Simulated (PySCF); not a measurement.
Li, charge -1, singlet (in this run its highest filled SCF level lies above zero, so its values depend strongly on the basis, on diffuse functions most of all). Base run: B3LYP/6-311G** (PySCF).

PySCF was given this input:
```python
from pyscf import gto, scf, dft

mol = gto.Mole()
mol.atom = '''
    Li    0.000000    0.000000    0.000000
'''
mol.basis = '6-311g**'
mol.charge = -1
mol.spin = 0
mol.verbose = 3
mol.build()

mf = dft.RKS(mol)
mf.xc = 'b3lyp'
mf.kernel()
```

The base run was repeated with changes; each row names its change, and settings that it needs were set with it.

```tsv
change	ΔE vs base (mEh)	fitting functions	outcome
base	0.000	-	converged
only_dfj = on; auxbasis = def2-universal-jfit	-0.003	49	converged
exchange = seminumerical (SGX) (with mf = sgx.sgx_fit(mf, auxbasis='def2-universal-jfit'); with mf.with_df.dfj = True)	-0.003	49	converged
auxbasis = def2-tzvp-ri	-0.035	39	converged
auxbasis = cc-pvtz-jkfit	-	-	stopped with an error
auxbasis = even-tempered beta=3.0	-0.014	59	converged
auxbasis = def2-universal-jkfit	-0.064	51	converged
auxbasis = def2-svp-ri	-18.669	25	converged
auxbasis = autoaux	0.000	120	converged
auxbasis = even-tempered beta=2.0	0.000	92	converged
```

A fitting set is made for a task (jfit for Coulomb, jkfit for Coulomb and exchange, ri for correlation) and for a family of orbital bases.

- auxbasis = cc-pvtz-jkfit: ended with `pyscf.lib.exceptions.BasisNotFoundError: Basis set not found for Li in cc-pvtz-jkfit`
